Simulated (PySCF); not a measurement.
A run for PySCF: R-HF/3-21G on H6OSSi (a complex), monomers drawn apart or pushed together.

```python
from pyscf import gto, scf, dft, mp
from pyscf.data.elements import chemcore

mol = gto.M(
    atom='''
    S     0.45933343   -0.12802745   -0.02943254
    H     0.27056481    0.59534090    1.08954442
    H    -0.85836715   -0.21638356   -0.26958854
    O    -0.38521054    1.04735967    5.00850722
    Si   -0.66766049   -0.43505239    5.70225737
    H     0.17310397    1.67131410    5.47900523
    H     0.56827802   -1.24947860    5.76344129
    H    -1.67148903   -1.09039670    4.84458627
    H    -1.19325005   -0.27441275    7.08007661
    ''',
    basis='3-21g',
    charge=0, spin=0, verbose=3, max_memory=1800)
mf = scf.RHF(mol)
mf.conv_tol = 1e-8
mf.max_cycle = 100
mf.kernel()
if not mf.converged:
    mf = mf.newton().run(mf.mo_coeff, mf.mo_occ)
```

Output:

```
converged SCF energy = -760.884260737299
```

The calculation finished and met its thresholds.

Cost: around 0.18 core-seconds (rough).
